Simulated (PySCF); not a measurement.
# One molecule, several mistakes: BC2GeH7

All numbers below are calculated, not measured. The program is PySCF 2.14.0, an open-source quantum chemistry code, run on an isolated molecule that a program drew, which may never have been made. The molecule is BC2GeH7 (charge 0, singlet), drawn as the SMILES string `C[B](C)[GeH]`.

Each row is a Hartree-Fock (HF) and frozen-core CCSD(T) single point in the cc-pVDZ basis, meant for a local HF minimum. Run 1 is clean. Each other run has one planted mistake out of seven kinds, and not every kind appears here: one electron removed, one electron added, multiplicity raised by two, geometry at a saddle point, minimal basis STO-3G, one bond length entered in bohr, all coordinates scaled. The reference is restricted for singlets and unrestricted otherwise, and also for a bond in bohr. Adding or removing an electron swaps singlet and doublet. Electrons count all cores. HOMO and LUMO are orbital energies over both spins, the gradient is its largest component, and the lowest frequency (negative if imaginary) is given only where the gradient is small. Bond lengths are over the 10 bonds as drawn. T1 is the CCSD diagnostic: over 0.02 (restricted) or 0.045 (unrestricted) a single reference is doubtful. Germanium has the cc-pVDZ-PP basis, with a core potential (ECP10MDF) in place of its 10 inner electrons, and its 3s, 3p and 3d shells are frozen in CCSD(T).

Geometry of the clean run:
```xyz
11
BC2GeH7, angstrom
C    -2.5016    1.4912   -0.3433
B    -1.4516    1.6323    0.8396
C    -0.3225    0.5242    0.9836
Ge   -1.5231    3.2936    2.1476
H    -3.4459    2.0237   -0.2030
H    -2.7214    0.4470   -0.5888
H    -2.0236    1.9263   -1.2338
H     0.5296    0.7864    1.6155
H    -0.8003   -0.3575    1.4338
H     0.0561    0.2008    0.0072
H    -2.3940    2.4800    3.1974
```

```
run,electrons,basis functions,<S^2>,HOMO (eV),LUMO (eV),gradient (hartree/bohr),lowest frequency (cm^-1),mean bond (Å),longest bond (Å),T1,HF (hartree),CCSD(T) (hartree),mistake
1,56,100,0.000,-8.12,0.66,2.8e-05,82,1.3457,2.116,0.0127,-397.84178,-398.36752,no fault
2,56,100,0.933,-8.31,0.83,2.1e-02,-,1.4430,2.116,0.0698,-397.71711,-398.23964,one bond length entered in bohr
3,56,100,2.022,-7.36,0.30,2.7e-02,-,1.3457,2.116,0.0149,-397.81800,-398.32676,multiplicity raised by two
4,55,100,0.778,-15.98,-6.17,5.2e-02,-,1.3457,2.116,0.0164,-397.57993,-398.07827,?
5,57,100,0.764,-0.79,7.75,1.3e-02,-,1.3457,2.116,0.0163,-397.84327,-398.38121,?
```

**Which mistake was planted in run 4, and what did it cost?**

It counts 55 electrons, one fewer than the clean run, at the same geometry and basis. So the mistake is: one electron removed. Subtracting run 1 and multiplying by 627.51 kcal/mol a hartree, the energy moved by 164.3 kcal/mol in HF and 181.5 kcal/mol in CCSD(T).

**Which mistake was planted in run 5, and what did it cost?**

It counts 57 electrons, one more than the clean run, at the same geometry and basis. So the mistake is: one electron added. Subtracting run 1 and multiplying by 627.51 kcal/mol a hartree, the energy moved by -0.9 kcal/mol in HF and -8.6 kcal/mol in CCSD(T).

Cautions from the logs. Run 2: T1 is over the limit, so its CCSD(T) energy is less reliable.
